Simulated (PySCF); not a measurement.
C2H8F2Si2, SMILES C(F)(C[SiH2][SiH3])F.

Geometry: B3LYP-D3(BJ)/def2-SVP. This is a generated structure with no PubChem entry under its InChIKey; it may be hypothetical. One conformer was computed; it need not be the lowest.

Calculation: TDDFT-PBE/def2-SVPD in PySCF 2.14.0.

Vertical excitations. Gas-phase values at a fixed geometry.

```csv
state,energy (eV),λ (nm),f,main pairs
S1,6.69,185,0.021,HOMO→LUMO 87 %
S2,6.97,178,0.039,"HOMO→LUMO+2 61 %, HOMO→LUMO+1 17 %, HOMO→LUMO+3 13 %"
S3,7.09,175,0.015,"HOMO→LUMO+1 71 %, HOMO→LUMO+2 14 %"
S4,7.19,172,0.056,"HOMO−1→LUMO 49 %, HOMO→LUMO+3 36 %, HOMO→LUMO+2 8 %"
S5,7.31,170,0.106,"HOMO−1→LUMO 37 %, HOMO→LUMO+3 30 %, HOMO−2→LUMO 8 %"
S6,7.43,167,0.001,"HOMO→LUMO+4 46 %, HOMO−1→LUMO+1 43 %"
S7,7.45,166,0.033,"HOMO→LUMO+4 46 %, HOMO−1→LUMO+1 36 %"
S8,7.54,164,0.023,"HOMO−2→LUMO 59 %, HOMO−1→LUMO+2 15 %"
S9,7.57,164,0.003,HOMO−1→LUMO+2 81 %
S10,7.68,161,0.013,"HOMO−3→LUMO 66 %, HOMO−1→LUMO+3 24 %"
T1,5.97,208,0,HOMO→LUMO 97 %
T2,6.19,200,0,HOMO→LUMO+1 96 %
T3,6.53,190,0,"HOMO→LUMO+2 61 %, HOMO→LUMO+3 34 %"
T4,6.68,186,0,"HOMO→LUMO+3 62 %, HOMO→LUMO+2 34 %"
```
Triplets are in the Tamm–Dancoff approximation, which puts them higher than full response would, so one can lie above its singlet here.
